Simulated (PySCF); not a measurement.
A geometry optimisation, step by step.

CH6O3Si2.
Bonds: O1–C2 (double), C2–Si3, Si3–O4, O4–Si5, Si5–O6. Hydrogens: H7 on C2; H8, H9 on Si3; H10, H11 on Si5; H12 on O6.

Computed by this run: PBE0-D3(BJ)/def2-SVP geometry optimisation, gas phase (PySCF); density fitting, grid level 1; the optimiser is geomeTRIC in internal coordinates, started from a GFN2-xTB structure with every atom displaced at random (about 0.01 Å). 13 of its 18 geometries are shown. The frame can shift and turn from step to step; on so coarse a grid that alone can change the energy by a few meV, and forces under 0.02 eV/Å are noise.

Step 0: E = -23008.6146 eV, largest atomic force 1.949 eV/Å
```
atom  x, y, z in Å  |  force x, y, z in eV/Å
O1     -1.057    1.096    1.379   -0.025   0.203   0.126
C2     -1.701    0.166    0.945    0.718  -0.021  -0.243
Si3    -0.999   -1.094   -0.326    1.457   0.705   0.535
O4      0.489   -0.593   -0.812   -1.656  -1.020  -0.117
Si5     1.778    0.381   -0.676    0.247   0.210   0.492
O6      1.565    1.412    0.554    0.440   0.685   0.558
H7     -2.723    0.016    1.311   -0.859  -0.049   0.330
H8     -0.836   -2.354    0.390   -0.257  -0.656   0.221
H9     -1.879   -1.104   -1.448   -0.972  -0.247  -0.956
H10     1.833    1.068   -1.942    0.422   0.468  -0.867
H11     2.872   -0.519   -0.354    0.827  -0.217  -0.089
H12     0.698    1.497    0.969   -0.342  -0.060   0.010
```

Step 1: E = -23008.8415 eV, largest atomic force 0.625 eV/Å
```
atom  x, y, z in Å  |  force x, y, z in eV/Å
O1     -1.063    1.088    1.828    0.064   0.082   0.014
C2     -1.682    0.132    1.416   -0.223  -0.026   0.067
Si3    -0.983   -1.125    0.128   -0.270  -0.030  -0.166
O4      0.466   -0.595   -0.403    0.579   0.235   0.022
Si5     1.811    0.422   -0.255   -0.289  -0.249  -0.224
O6      1.577    1.461    0.989   -0.087   0.019   0.106
H7     -2.731   -0.030    1.807    0.157  -0.021  -0.068
H8     -0.947   -2.454    0.807    0.116   0.010   0.041
H9     -1.982   -1.217   -0.988    0.102   0.073   0.106
H10     1.972    1.124   -1.564   -0.119  -0.033   0.066
H11     3.025   -0.409   -0.021   -0.089  -0.049   0.072
H12     0.671    1.496    1.355    0.059  -0.011  -0.035
```

Step 3: E = -23008.8420 eV, largest atomic force 0.329 eV/Å
```
atom  x, y, z in Å  |  force x, y, z in eV/Å
O1     -1.149    1.123    1.857    0.217  -0.129  -0.210
C2     -1.703    0.137    1.417    0.070   0.138   0.091
Si3    -0.969   -1.102    0.123    0.134   0.045   0.159
O4      0.487   -0.583   -0.412   -0.199  -0.089  -0.015
Si5     1.813    0.414   -0.266    0.039  -0.090  -0.034
O6      1.601    1.447    0.990   -0.137   0.038   0.123
H7     -2.734   -0.086    1.795   -0.168  -0.099   0.007
H8     -0.858   -2.420    0.818   -0.053   0.013   0.001
H9     -1.960   -1.192   -0.979   -0.081  -0.009  -0.082
H10     1.932    1.113   -1.570    0.071   0.072  -0.044
H11     2.983   -0.466   -0.014    0.088   0.069  -0.009
H12     0.693    1.507    1.342    0.018   0.040   0.013
```

Step 4: E = -23008.8571 eV, largest atomic force 0.118 eV/Å
```
atom  x, y, z in Å  |  force x, y, z in eV/Å
O1     -1.087    1.107    1.823   -0.016  -0.004  -0.023
C2     -1.687    0.136    1.413    0.113   0.008  -0.033
Si3    -0.973   -1.112    0.120    0.044  -0.007   0.081
O4      0.481   -0.591   -0.417   -0.094  -0.053  -0.018
Si5     1.805    0.415   -0.260   -0.013  -0.014   0.028
O6      1.573    1.446    0.997   -0.014   0.000   0.030
H7     -2.720   -0.061    1.808   -0.053   0.002   0.027
H8     -0.873   -2.428    0.817   -0.027   0.001  -0.006
H9     -1.970   -1.197   -0.982   -0.036  -0.009  -0.049
H10     1.935    1.124   -1.560    0.038   0.028  -0.027
H11     2.986   -0.448   -0.001    0.049   0.044  -0.012
H12     0.663    1.502    1.342    0.010   0.003   0.001
```

Step 6: E = -23008.8593 eV, largest atomic force 0.045 eV/Å
```
atom  x, y, z in Å  |  force x, y, z in eV/Å
O1     -1.079    1.117    1.803   -0.002  -0.001  -0.001
C2     -1.679    0.142    1.405   -0.019   0.002   0.006
Si3    -0.972   -1.121    0.124   -0.006   0.014   0.008
O4      0.479   -0.600   -0.419    0.037  -0.022  -0.011
Si5     1.800    0.416   -0.259   -0.020   0.020   0.000
O6      1.568    1.432    1.009    0.020  -0.034   0.020
H7     -2.715   -0.045    1.803    0.004  -0.005  -0.004
H8     -0.883   -2.433    0.830    0.002   0.000  -0.001
H9     -1.971   -1.215   -0.980    0.003   0.003   0.005
H10     1.928    1.144   -1.552   -0.009  -0.006  -0.004
H11     3.002   -0.426   -0.019    0.002   0.005  -0.004
H12     0.658    1.482    1.356   -0.011   0.025  -0.015
```

Step 7: E = -23008.8600 eV, largest atomic force 0.048 eV/Å
```
atom  x, y, z in Å  |  force x, y, z in eV/Å
O1     -1.087    1.120    1.797   -0.010   0.002   0.007
C2     -1.684    0.142    1.402    0.027   0.002  -0.013
Si3    -0.970   -1.122    0.126   -0.006   0.008   0.009
O4      0.481   -0.601   -0.419   -0.001  -0.029   0.002
Si5     1.800    0.416   -0.260   -0.002   0.021  -0.003
O6      1.574    1.427    1.014   -0.003  -0.033   0.034
H7     -2.720   -0.048    1.800   -0.003   0.004   0.003
H8     -0.878   -2.432    0.836    0.000  -0.002  -0.002
H9     -1.968   -1.219   -0.977   -0.002  -0.003  -0.004
H10     1.921    1.148   -1.551   -0.007   0.000  -0.004
H11     3.003   -0.426   -0.027    0.006   0.010  -0.003
H12     0.664    1.486    1.359    0.000   0.021  -0.026
```

Step 8: E = -23008.8631 eV, largest atomic force 0.145 eV/Å
```
atom  x, y, z in Å  |  force x, y, z in eV/Å
O1     -1.108    1.136    1.777   -0.028   0.010  -0.002
C2     -1.691    0.145    1.392    0.100   0.006  -0.026
Si3    -0.959   -1.128    0.135    0.018   0.015  -0.005
O4      0.492   -0.613   -0.423   -0.121  -0.075   0.027
Si5     1.795    0.417   -0.259    0.083   0.062  -0.002
O6      1.583    1.393    1.044   -0.025  -0.035   0.039
H7     -2.726   -0.056    1.783   -0.023   0.014   0.017
H8     -0.858   -2.428    0.861   -0.009  -0.006  -0.001
H9     -1.956   -1.238   -0.966   -0.015  -0.021  -0.021
H10     1.885    1.173   -1.539   -0.008   0.014  -0.002
H11     3.013   -0.410   -0.059    0.011   0.021   0.002
H12     0.665    1.503    1.356    0.020  -0.004  -0.026
```

Step 10: E = -23008.8713 eV, largest atomic force 0.265 eV/Å
```
atom  x, y, z in Å  |  force x, y, z in eV/Å
O1     -1.182    1.219    1.647    0.010  -0.010  -0.015
C2     -1.707    0.176    1.324    0.153   0.026  -0.028
Si3    -0.919   -1.160    0.170    0.034   0.024  -0.043
O4      0.525   -0.673   -0.443   -0.221  -0.126   0.075
Si5     1.770    0.418   -0.257    0.169   0.072  -0.071
O6      1.618    1.221    1.169   -0.101   0.106   0.072
H7     -2.743   -0.048    1.703   -0.038   0.020   0.023
H8     -0.795   -2.406    0.980   -0.016  -0.013   0.010
H9     -1.917   -1.353   -0.919   -0.020  -0.055  -0.027
H10     1.710    1.295   -1.461   -0.012   0.049   0.043
H11     3.056   -0.321   -0.210   -0.003  -0.008   0.003
H12     0.721    1.525    1.396    0.044  -0.085  -0.041
```

Step 11: E = -23008.8767 eV, largest atomic force 0.120 eV/Å
```
atom  x, y, z in Å  |  force x, y, z in eV/Å
O1     -1.155    1.221    1.643    0.014   0.012  -0.007
C2     -1.690    0.182    1.322    0.025  -0.009  -0.007
Si3    -0.919   -1.164    0.168    0.020   0.017  -0.048
O4      0.523   -0.678   -0.445   -0.087  -0.066   0.049
Si5     1.769    0.420   -0.255    0.068   0.050  -0.048
O6      1.600    1.224    1.168    0.012   0.038   0.035
H7     -2.728   -0.027    1.706   -0.005   0.011   0.004
H8     -0.804   -2.409    0.982   -0.005  -0.002   0.013
H9     -1.920   -1.364   -0.919   -0.004  -0.028  -0.001
H10     1.708    1.303   -1.454   -0.012   0.021   0.021
H11     3.057   -0.315   -0.206   -0.010  -0.011   0.001
H12     0.693    1.499    1.392   -0.015  -0.034  -0.014
```

Step 13: E = -23008.8813 eV, largest atomic force 0.090 eV/Å
```
atom  x, y, z in Å  |  force x, y, z in eV/Å
O1     -1.151    1.257    1.546    0.025  -0.001   0.014
C2     -1.685    0.206    1.266   -0.037  -0.016  -0.005
Si3    -0.897   -1.193    0.187   -0.036  -0.013  -0.015
O4      0.536   -0.709   -0.446    0.070   0.052   0.021
Si5     1.748    0.436   -0.253   -0.066  -0.051  -0.027
O6      1.615    1.150    1.222    0.015   0.012   0.032
H7     -2.729    0.019    1.647    0.006   0.010  -0.013
H8     -0.770   -2.387    1.074    0.015   0.008   0.006
H9     -1.891   -1.481   -0.888    0.011  -0.003   0.008
H10     1.584    1.392   -1.385    0.005   0.000  -0.003
H11     3.060   -0.252   -0.306   -0.001  -0.001  -0.007
H12     0.715    1.454    1.435   -0.008   0.003  -0.011
```

Step 14: E = -23008.8825 eV, largest atomic force 0.078 eV/Å
```
atom  x, y, z in Å  |  force x, y, z in eV/Å
O1     -1.148    1.261    1.510    0.005  -0.010   0.013
C2     -1.692    0.212    1.238    0.001   0.001  -0.005
Si3    -0.888   -1.206    0.197   -0.035  -0.019   0.001
O4      0.543   -0.719   -0.439    0.052   0.056   0.016
Si5     1.736    0.445   -0.251   -0.049  -0.053  -0.009
O6      1.631    1.125    1.245   -0.013   0.003   0.000
H7     -2.741    0.041    1.608   -0.005   0.011  -0.011
H8     -0.751   -2.374    1.117    0.014   0.005   0.002
H9     -1.870   -1.537   -0.876    0.004  -0.002   0.002
H10     1.526    1.426   -1.352    0.007  -0.001  -0.006
H11     3.055   -0.223   -0.353    0.007   0.007  -0.004
H12     0.735    1.442    1.456    0.011   0.001   0.002
```

Step 16: E = -23008.8837 eV, largest atomic force 0.027 eV/Å
```
atom  x, y, z in Å  |  force x, y, z in eV/Å
O1     -1.139    1.252    1.503   -0.004  -0.006   0.003
C2     -1.702    0.217    1.215    0.009   0.012   0.003
Si3    -0.886   -1.219    0.208    0.009  -0.001  -0.001
O4      0.545   -0.724   -0.422   -0.015  -0.004   0.002
Si5     1.727    0.450   -0.251    0.016   0.009   0.012
O6      1.650    1.116    1.254   -0.013  -0.009  -0.022
H7     -2.766    0.075    1.555   -0.006   0.001  -0.006
H8     -0.736   -2.362    1.157    0.002  -0.001   0.000
H9     -1.849   -1.587   -0.868   -0.005  -0.003   0.002
H10     1.484    1.442   -1.337    0.000  -0.004  -0.003
H11     3.051   -0.200   -0.391    0.002   0.003   0.003
H12     0.757    1.432    1.478    0.007   0.001   0.006
```

Step 17: E = -23008.8839 eV, largest atomic force 0.025 eV/Å
```
atom  x, y, z in Å  |  force x, y, z in eV/Å
O1     -1.137    1.249    1.511   -0.002   0.000   0.002
C2     -1.703    0.219    1.216    0.000   0.005   0.001
Si3    -0.887   -1.219    0.210    0.013   0.004  -0.001
O4      0.544   -0.723   -0.419   -0.017  -0.015  -0.005
Si5     1.728    0.449   -0.252    0.017   0.016   0.009
O6      1.651    1.120    1.250   -0.001  -0.005  -0.011
H7     -2.771    0.081    1.546   -0.002   0.000  -0.004
H8     -0.737   -2.361    1.159    0.000  -0.001   0.001
H9     -1.850   -1.587   -0.867   -0.004  -0.002   0.003
H10     1.487    1.436   -1.343   -0.001  -0.003   0.000
H11     3.053   -0.202   -0.389   -0.001  -0.001   0.003
H12     0.757    1.430    1.479   -0.002   0.002   0.002
```

**Question.** Summarise the path.

**Answer.** The energy falls by 0.2693 eV from step 0 to step 17; nine tenths of that is first reached at step 4. It rises by more than 0.2 meV at steps 3 and 5. The largest force goes from 1.949 to 0.025 eV/Å. Among the bonds Si3–H9 changes most, from 1.426 to 1.491 Å; the atoms move by 0.327 Å rms after alignment.

**Question.** Follow the three bonds and two angles with the largest change from start to end.

**Answer.** 
```json
{"step": "0", "E above end (eV)": "0.2693", "largest force (eV/Å)": "1.949", "Si3–H9 (Å)": "1.426", "O4–Si5 (Å)": "1.621", "Si5–H10 (Å)": "1.441", "Si3–O4–Si5 (°)": "151.4", "Si5–O6–H12 (°)": "120.1"}
{"step": "1", "E above end (eV)": "0.0424", "largest force (eV/Å)": "0.625", "Si3–H9 (Å)": "1.501", "O4–Si5 (Å)": "1.693", "Si5–H10 (Å)": "1.494", "Si3–O4–Si5 (°)": "150.7", "Si5–O6–H12 (°)": "116.1"}
{"step": "2", "E above end (eV)": "0.0308", "largest force (eV/Å)": "0.220", "Si3–H9 (Å)": "1.493", "O4–Si5 (Å)": "1.680", "Si5–H10 (Å)": "1.489", "Si3–O4–Si5 (°)": "149.9", "Si5–O6–H12 (°)": "116.0"}
{"step": "3", "E above end (eV)": "0.0419", "largest force (eV/Å)": "0.329", "Si3–H9 (Å)": "1.485", "O4–Si5 (Å)": "1.665", "Si5–H10 (Å)": "1.485", "Si3–O4–Si5 (°)": "150.5", "Si5–O6–H12 (°)": "115.8"}
{"step": "4", "E above end (eV)": "0.0267", "largest force (eV/Å)": "0.118", "Si3–H9 (Å)": "1.488", "O4–Si5 (Å)": "1.670", "Si5–H10 (Å)": "1.487", "Si3–O4–Si5 (°)": "150.0", "Si5–O6–H12 (°)": "116.0"}
{"step": "5", "E above end (eV)": "0.0277", "largest force (eV/Å)": "0.149", "Si3–H9 (Å)": "1.493", "O4–Si5 (Å)": "1.677", "Si5–H10 (Å)": "1.490", "Si3–O4–Si5 (°)": "149.5", "Si5–O6–H12 (°)": "116.0"}
{"step": "6", "E above end (eV)": "0.0245", "largest force (eV/Å)": "0.045", "Si3–H9 (Å)": "1.492", "O4–Si5 (Å)": "1.674", "Si5–H10 (Å)": "1.489", "Si3–O4–Si5 (°)": "149.5", "Si5–O6–H12 (°)": "116.0"}
{"step": "7", "E above end (eV)": "0.0239", "largest force (eV/Å)": "0.048", "Si3–H9 (Å)": "1.491", "O4–Si5 (Å)": "1.673", "Si5–H10 (Å)": "1.489", "Si3–O4–Si5 (°)": "149.4", "Si5–O6–H12 (°)": "116.1"}
{"step": "8", "E above end (eV)": "0.0208", "largest force (eV/Å)": "0.145", "Si3–H9 (Å)": "1.490", "O4–Si5 (Å)": "1.669", "Si5–H10 (Å)": "1.489", "Si3–O4–Si5 (°)": "148.5", "Si5–O6–H12 (°)": "116.2"}
{"step": "9", "E above end (eV)": "0.0163", "largest force (eV/Å)": "0.261", "Si3–H9 (Å)": "1.489", "O4–Si5 (Å)": "1.666", "Si5–H10 (Å)": "1.490", "Si3–O4–Si5 (°)": "146.7", "Si5–O6–H12 (°)": "116.3"}
{"step": "10", "E above end (eV)": "0.0126", "largest force (eV/Å)": "0.265", "Si3–H9 (Å)": "1.490", "O4–Si5 (Å)": "1.667", "Si5–H10 (Å)": "1.491", "Si3–O4–Si5 (°)": "144.0", "Si5–O6–H12 (°)": "116.1"}
{"step": "11", "E above end (eV)": "0.0071", "largest force (eV/Å)": "0.120", "Si3–H9 (Å)": "1.491", "O4–Si5 (Å)": "1.672", "Si5–H10 (Å)": "1.491", "Si3–O4–Si5 (°)": "143.8", "Si5–O6–H12 (°)": "115.7"}
{"step": "12", "E above end (eV)": "0.0042", "largest force (eV/Å)": "0.061", "Si3–H9 (Å)": "1.492", "O4–Si5 (Å)": "1.676", "Si5–H10 (Å)": "1.490", "Si3–O4–Si5 (°)": "142.9", "Si5–O6–H12 (°)": "114.8"}
{"step": "13", "E above end (eV)": "0.0026", "largest force (eV/Å)": "0.090", "Si3–H9 (Å)": "1.492", "O4–Si5 (Å)": "1.678", "Si5–H10 (Å)": "1.490", "Si3–O4–Si5 (°)": "142.0", "Si5–O6–H12 (°)": "114.0"}
{"step": "14", "E above end (eV)": "0.0014", "largest force (eV/Å)": "0.078", "Si3–H9 (Å)": "1.491", "O4–Si5 (Å)": "1.678", "Si5–H10 (Å)": "1.490", "Si3–O4–Si5 (°)": "141.6", "Si5–O6–H12 (°)": "113.0"}
{"step": "15", "E above end (eV)": "0.0006", "largest force (eV/Å)": "0.033", "Si3–H9 (Å)": "1.491", "O4–Si5 (Å)": "1.676", "Si5–H10 (Å)": "1.490", "Si3–O4–Si5 (°)": "141.7", "Si5–O6–H12 (°)": "112.6"}
{"step": "16", "E above end (eV)": "0.0002", "largest force (eV/Å)": "0.027", "Si3–H9 (Å)": "1.491", "O4–Si5 (Å)": "1.675", "Si5–H10 (Å)": "1.491", "Si3–O4–Si5 (°)": "142.0", "Si5–O6–H12 (°)": "112.6"}
{"step": "17", "E above end (eV)": "0.0000", "largest force (eV/Å)": "0.025", "Si3–H9 (Å)": "1.491", "O4–Si5 (Å)": "1.674", "Si5–H10 (Å)": "1.491", "Si3–O4–Si5 (°)": "142.2", "Si5–O6–H12 (°)": "112.8"}
```

The cost below is that of the whole optimisation. Time: 1.9 min of wall time; peak memory 0.51 GiB. Hardware: an Arm Neoverse V1 with one thread, shared host.
